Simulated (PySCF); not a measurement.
Isomers of C5H14P2.

All values: PBE0/pcSseg-1 (PySCF) at GFN2-xTB geometries, gas phase, one conformer each.

Task: Rank by the highest Hirshfeld charge on any atom, highest value first.
A. `[CH3:1][PH:2][CH2:3][CH2:4][P:5]([CH3:6])[CH3:7]` with C1–P2–C3–C4 -74°, P2–C3–C4–P5 -24°, C3–C4–P5–C6 -174°
B. `[CH3:1][CH:2]([CH3:3])[CH2:4][PH:5][CH2:6][PH2:7]` with C1–C2–C4–P5 176°, C2–C4–P5–C6 -176°, C4–P5–C6–P7 -169°, P5–C6–P7–H 49° and -43°
C. `[CH3:1][P:2]([CH3:3])[CH2:4][P:5]([CH3:6])[CH3:7]` with C1–P2–C4–P5 -172°, P2–C4–P5–C6 -72°
D. `[CH3:1][CH2:2][CH2:3][PH:4][CH2:5][CH2:6][PH2:7]` with C1–C2–C3–P4 58°, C2–C3–P4–C5 74°, C3–P4–C5–C6 159°, P4–C5–C6–P7 59°, C5–C6–P7–H 39° and -53°
E. `[CH3:1][P:2]([PH2:3])[C:4]([CH3:5])([CH3:6])[CH3:7]` with C1–P2–P3–H -68° and -159°
F. `[CH3:1][CH2:2][CH2:3][P:4]([CH3:5])[CH2:6][PH2:7]` with C1–C2–C3–P4 -175°, C2–C3–P4–C5 -71°, C3–P4–C6–P7 56°, P4–C6–P7–H 87° and 180°

Result: A (+0.170 e), C (+0.154 e), F (+0.143 e), D (+0.126 e), B (+0.112 e), E (+0.101 e).

Task: Rank by HOMO–LUMO gap, lowest first.
A. `[CH3:1][CH:2]([CH3:3])[PH:4][CH2:5][CH2:6][PH2:7]` with C1–C2–P4–C5 -170°, C2–P4–C5–C6 -165°, P4–C5–C6–P7 -26°, C5–C6–P7–H -70° and -163°
B. `[CH3:1][P:2]([PH2:3])[C:4]([CH3:5])([CH3:6])[CH3:7]` with C1–P2–P3–H -68° and -159°
C. `[CH3:1][CH2:2][CH2:3][PH:4][CH2:5][CH2:6][PH2:7]` with C1–C2–C3–P4 58°, C2–C3–P4–C5 74°, C3–P4–C5–C6 159°, P4–C5–C6–P7 59°, C5–C6–P7–H 39° and -53°
D. `[CH3:1][CH2:2][CH2:3][P:4]([CH3:5])[CH2:6][PH2:7]` with C1–C2–C3–P4 -175°, C2–C3–P4–C5 -71°, C3–P4–C6–P7 56°, P4–C6–P7–H 87° and 180°
E. `[CH3:1][P:2]([CH3:3])[CH2:4][P:5]([CH3:6])[CH3:7]` with C1–P2–C4–P5 -172°, P2–C4–P5–C6 -72° (bis(dimethylphosphino)methane)

Result: A (6.23 eV), B (6.56 eV), D (7.06 eV), C (7.22 eV), E (7.48 eV).

Task: Rank by dipole moment, highest first.
A. `[CH3:1][P:2]([CH3:3])[CH2:4][P:5]([CH3:6])[CH3:7]` with C1–P2–C4–P5 -172°, P2–C4–P5–C6 -72°
B. `[CH3:1][P:2]([PH2:3])[C:4]([CH3:5])([CH3:6])[CH3:7]` with C1–P2–P3–H -68° and -159°
C. `[CH3:1][CH:2]([CH3:3])[PH:4][CH2:5][CH2:6][PH2:7]` with C1–C2–P4–C5 -170°, C2–P4–C5–C6 -165°, P4–C5–C6–P7 -26°, C5–C6–P7–H -70° and -163°
D. `[CH3:1][CH2:2][P:3]([CH2:4][CH3:5])[CH2:6][PH2:7]` with C1–C2–P3–C4 86°, C2–P3–C4–C5 -177°, C2–P3–C6–P7 90°, P3–C6–P7–H -42° and 50°
E. `[CH3:1][CH2:2][CH2:3][PH:4][CH2:5][CH2:6][PH2:7]` with C1–C2–C3–P4 58°, C2–C3–P4–C5 74°, C3–P4–C5–C6 159°, P4–C5–C6–P7 59°, C5–C6–P7–H 39° and -53°
F. `[CH3:1][CH2:2][CH2:3][P:4]([CH3:5])[CH2:6][PH2:7]` with C1–C2–C3–P4 -175°, C2–C3–P4–C5 -71°, C3–P4–C6–P7 56°, P4–C6–P7–H 87° and 180°

Result: E (2.36 D), C (2.00 D), D (1.80 D), A (1.47 D), B (0.84 D), F (0.48 D).

All values together:

```json
{"SMILES": "CCP(CC)CP", "μ (D)": "1.80", "HOMO (eV)": "-6.67", "LUMO (eV)": "0.57", "lowest IAO charge (e)": "-0.618 (C)", "highest IAO charge (e)": "+0.471 (P)", "lowest Hirshfeld charge (e)": "-0.160 (C)", "highest Hirshfeld charge (e)": "+0.155 (P)"}
{"SMILES": "CP(C)CP(C)C", "μ (D)": "1.47", "HOMO (eV)": "-6.49", "LUMO (eV)": "0.99", "lowest IAO charge (e)": "-0.626 (C)", "highest IAO charge (e)": "+0.500 (P)", "lowest Hirshfeld charge (e)": "-0.172 (C)", "highest Hirshfeld charge (e)": "+0.154 (P)"}
{"SMILES": "CP(P)C(C)(C)C", "μ (D)": "0.84", "HOMO (eV)": "-6.19", "LUMO (eV)": "0.36", "lowest IAO charge (e)": "-0.607 (C)", "highest IAO charge (e)": "+0.297 (P)", "lowest Hirshfeld charge (e)": "-0.167 (C)", "highest Hirshfeld charge (e)": "+0.101 (P)"}
{"SMILES": "CCCP(C)CP", "μ (D)": "0.48", "HOMO (eV)": "-6.43", "LUMO (eV)": "0.63", "lowest IAO charge (e)": "-0.622 (C)", "highest IAO charge (e)": "+0.497 (P)", "lowest Hirshfeld charge (e)": "-0.170 (C)", "highest Hirshfeld charge (e)": "+0.143 (P)"}
{"SMILES": "CPCCP(C)C", "μ (D)": "1.58", "HOMO (eV)": "-5.74", "LUMO (eV)": "0.53", "lowest IAO charge (e)": "-0.615 (C)", "highest IAO charge (e)": "+0.511 (P)", "lowest Hirshfeld charge (e)": "-0.171 (C)", "highest Hirshfeld charge (e)": "+0.170 (P)"}
{"SMILES": "CCCPCCP", "μ (D)": "2.36", "HOMO (eV)": "-6.65", "LUMO (eV)": "0.57", "lowest IAO charge (e)": "-0.428 (C)", "highest IAO charge (e)": "+0.312 (P)", "lowest Hirshfeld charge (e)": "-0.122 (C)", "highest Hirshfeld charge (e)": "+0.126 (P)"}
{"SMILES": "CCP(C)CCP", "μ (D)": "0.74", "HOMO (eV)": "-6.59", "LUMO (eV)": "0.52", "lowest IAO charge (e)": "-0.610 (C)", "highest IAO charge (e)": "+0.482 (P)", "lowest Hirshfeld charge (e)": "-0.167 (C)", "highest Hirshfeld charge (e)": "+0.150 (P)"}
{"SMILES": "CC(C)CPCP", "μ (D)": "1.72", "HOMO (eV)": "-7.02", "LUMO (eV)": "0.23", "lowest IAO charge (e)": "-0.613 (C)", "highest IAO charge (e)": "+0.331 (P)", "lowest Hirshfeld charge (e)": "-0.158 (C)", "highest Hirshfeld charge (e)": "+0.112 (P)"}
{"SMILES": "CC(C)PCCP", "μ (D)": "2.00", "HOMO (eV)": "-6.02", "LUMO (eV)": "0.21", "lowest IAO charge (e)": "-0.432 (C)", "highest IAO charge (e)": "+0.336 (P)", "lowest Hirshfeld charge (e)": "-0.124 (C)", "highest Hirshfeld charge (e)": "+0.125 (P)"}
```

Conformers: `[CH3:1][CH2:2][P:3]([CH2:4][CH3:5])[CH2:6][PH2:7]` with C1–C2–P3–C4 86°, C2–P3–C4–C5 -177°, C2–P3–C6–P7 90°, P3–C6–P7–H -42° and 50°; `[CH3:1][P:2]([CH3:3])[CH2:4][P:5]([CH3:6])[CH3:7]` with C1–P2–C4–P5 -172°, P2–C4–P5–C6 -72°; `[CH3:1][P:2]([PH2:3])[C:4]([CH3:5])([CH3:6])[CH3:7]` with C1–P2–P3–H -68° and -159°; `[CH3:1][CH2:2][CH2:3][P:4]([CH3:5])[CH2:6][PH2:7]` with C1–C2–C3–P4 -175°, C2–C3–P4–C5 -71°, C3–P4–C6–P7 56°, P4–C6–P7–H 87° and 180°; `[CH3:1][PH:2][CH2:3][CH2:4][P:5]([CH3:6])[CH3:7]` with C1–P2–C3–C4 -74°, P2–C3–C4–P5 -24°, C3–C4–P5–C6 -174°; `[CH3:1][CH2:2][CH2:3][PH:4][CH2:5][CH2:6][PH2:7]` with C1–C2–C3–P4 58°, C2–C3–P4–C5 74°, C3–P4–C5–C6 159°, P4–C5–C6–P7 59°, C5–C6–P7–H 39° and -53°; `[CH3:1][CH2:2][P:3]([CH3:4])[CH2:5][CH2:6][PH2:7]` with C1–C2–P3–C4 -77°, C2–P3–C5–C6 -80°, P3–C5–C6–P7 -178°, C5–C6–P7–H 168° and 75°; `[CH3:1][CH:2]([CH3:3])[CH2:4][PH:5][CH2:6][PH2:7]` with C1–C2–C4–P5 176°, C2–C4–P5–C6 -176°, C4–P5–C6–P7 -169°, P5–C6–P7–H 49° and -43°; `[CH3:1][CH:2]([CH3:3])[PH:4][CH2:5][CH2:6][PH2:7]` with C1–C2–P4–C5 -170°, C2–P4–C5–C6 -165°, P4–C5–C6–P7 -26°, C5–C6–P7–H -70° and -163°.
